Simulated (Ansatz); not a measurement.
F2GeH2O (`[OH][GeH]([F])[F]`). The species carries charge 0 and has multiplicity 1.

Z-matrix (Å, degrees):
```
Ge
F 1 1.720
F 1 1.720 2 103.5
O 1 1.742 2 109.3 3 -116.4
H 1 1.516 2 111.5 3 120.0
H 4 0.961 1 114.0 2 56.4
```

**Question.** List the harmonic frequencies (cm⁻¹, unscaled) at PBE0-D4/def2-TZVP in Ansatz. (Best estimate.)

**Answer.** Ansatz gave: 156, 238, 269, 272, 700, 707, 727, 738, 772, 928, 2273, 3885.

**Question.** Is this a minimum?

**Answer.** Yes, all 12 modes are real.

**Question.** Give the ideal-gas thermochemistry at 298.15 K and 1 bar (rigid rotor, harmonic oscillator; point group Cs, symmetry number 1).

**Answer.** Zero-point energy 69.8 kJ/mol; H(298) − E = 86.5 kJ/mol; entropy 313.9 J/(mol·K), of which translation 169.4, rotation 106.4, vibration 38.1; G(298) − E = -7.0 kJ/mol.

**Question.** Rotational constants (cm⁻¹)?

**Answer.** 0.1945, 0.1873, 0.1187.
